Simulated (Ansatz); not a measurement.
Basis-set extrapolation for `C[NH2+][AlH-]([CH3])[CH3]` (PBE0-D4/def2-TZVP geometry, frozen core, the Gaussian-basis code of Ansatz). Multiplicity 1, RHF reference.

```tsv
	def2-TZVPP	def2-QZVPP
HF	-417.063608	-417.079575
MP2 correlation	-0.860453	-0.916107
CCSD(T) correlation	-0.958264	not run
```

Energies in hartree. Use E(X) = E(∞) + A·exp(−7.88·√X) for Hartree–Fock and E(X) = E(∞) + B·X^(−2.97) for correlation, with X = 3 and 4, and add CCSD(T) minus MP2 of the smaller set to the MP2 limit.

Q: What is the CCSD(T) energy at the basis-set limit?

A: HF limit: -417.079575 + (-0.015967) × 0.13774 = -417.08177. MP2 limit: -0.916107 + (-0.055654) × 0.74074 = -0.95733. Higher-order term: -0.958264 − (-0.860453) = -0.09781. Total: -418.13691 hartree, 3.13 eV below CCSD(T)/def2-TZVPP.
